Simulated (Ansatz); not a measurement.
Start from `S[Si](Cl)(Cl)Cl` and change one element to get `[SH][Ge]([Cl])([Cl])[Cl]`.

Ansatz, PBE0-D4/def2-TZVP geometries, multiplicity 1. Each molecule was computed in one conformer, which needn't be the lowest.

Scalar relativity is left out up to krypton.

```
                                                                                  property  `S[Si](Cl)(Cl)Cl`
                                                       LUMO energy (B3LYP/def2-TZVPP) / eV              -0.82
ideal-gas entropy at 298 K and 1 bar (rigid rotor, harmonic PBE0-D4/def2-TZVP) / J/(mol·K)                366
                                                       HOMO energy (B3LYP/def2-TZVPP) / eV              -7.92
                                                      HOMO–LUMO gap (PBE0/def2-TZVPP) / eV               7.62
                                            size of the dipole moment (PBE/def2-TZVPP) / D               1.04
                                                     HOMO–LUMO gap (B3LYP/def2-TZVPP) / eV               7.10
```

(1) What does the change do to each property? (An estimate is asked.)

Results:

(1) Ansatz gave: 
```tsv
property	`[SH][Ge]([Cl])([Cl])[Cl]`	shift
LUMO energy (B3LYP/def2-TZVPP) / eV	-2.28	-1.46
ideal-gas entropy at 298 K and 1 bar (rigid rotor, harmonic PBE0-D4/def2-TZVP) / J/(mol·K)	385	19
HOMO energy (B3LYP/def2-TZVPP) / eV	-8.09	-0.17
HOMO–LUMO gap (PBE0/def2-TZVPP) / eV	6.38	-1.24
size of the dipole moment (PBE/def2-TZVPP) / D	1.38	0.34
HOMO–LUMO gap (B3LYP/def2-TZVPP) / eV	5.81	-1.29
```

With PBE0 the HOMO falls by 0.17 eV and the LUMO falls by 1.40 eV, so the gap narrows by about 1.23 eV. PBE moves the HOMO by -0.15 eV and ωB97M-V by -0.18 eV. Dipoles are sizes alone; their direction can turn.

B3LYP here is the variant with VWN-RPA as its local correlation; programs differ in this.
